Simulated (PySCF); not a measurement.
## Electron correlation in Tc (technetium, neutral)

[Kr] 4d6 5s1, high-spin 6D determinant (an excited configuration). Computed with PySCF 2.14 in x2c-TZVPPall (8s6p6d2f1g, 79 functions), with the spin-free X2C one-electron Hamiltonian (Gaussian nucleus). Frozen: [Kr]; 7 electrons correlated.

MP2 pair energies summed by pair of shells (mhartree):

```csv
pair,energy,share (%)
4d-4d,-107.71,81.8
4d-5s,-24.03,18.2
```

Total MP2 correlation energy: -131.75 mhartree.

Same-spin part -78.28 and opposite-spin part -53.47 mhartree; SCS-MP2 scales them by 1/3 and 6/5 to -90.26 mhartree.
